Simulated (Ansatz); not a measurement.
Reaction (homolysis of the Cl–Si bond): `O[SiH](O)[SiH2]Cl` → Cl• + `O[SiH](O)[SiH2]`•

Gas-phase electronic energies from Ansatz, PBE0-D4/def2-TZVP geometries. CCSD(T)/CBS adds triple-zeta CCSD(T) − MP2 to the extrapolated MP2 energy (def2 sets, frozen cores). This one scheme is used for every species, atoms too. No spin–orbit coupling; open shells (•) take unrestricted orbitals. Spin–orbit coupling would lower the free atoms: a little for Cl. One conformer a species, not always the lowest.

CCSD(T)/CBS gives +455.5 kJ/mol.

Question: Another level gave +435.2 kJ/mol. Which?
A. MP2/def2-TZVPP
B. CCSD/def2-TZVPP
C. CCSD(T)/def2-TZVPP
D. HF/def2-TZVPP

Answer: C. CCSD(T)/def2-TZVPP 435.2, CCSD/def2-TZVPP 425.7, MP2/def2-TZVPP 458.7, HF/def2-TZVPP 338.6 kJ/mol.

Largest T1 diagnostic among the species: 0.014.

In def2-TZVPP, CCSD(T) changes the Hartree–Fock value by +96.6 kJ/mol (the triples alone add +9.5 kJ/mol) and MP2 by +120.1 kJ/mol; breaking electron pairs costs correlation energy, which Hartree–Fock lacks. The D4 term adds +10.5 kJ/mol with B3LYP and +5.7 kJ/mol with PBE0; it sums over pairs of atoms, weighted by their polarisabilities, and B3LYP, whose exchange is more repulsive, gets the larger term.

CCSD(T)/CBS has its own doubt, a few kJ/mol and more with outer-core shells, so smaller differences from it don't rank the levels.

B3LYP here is the variant with VWN-RPA as its local correlation; programs differ in this.
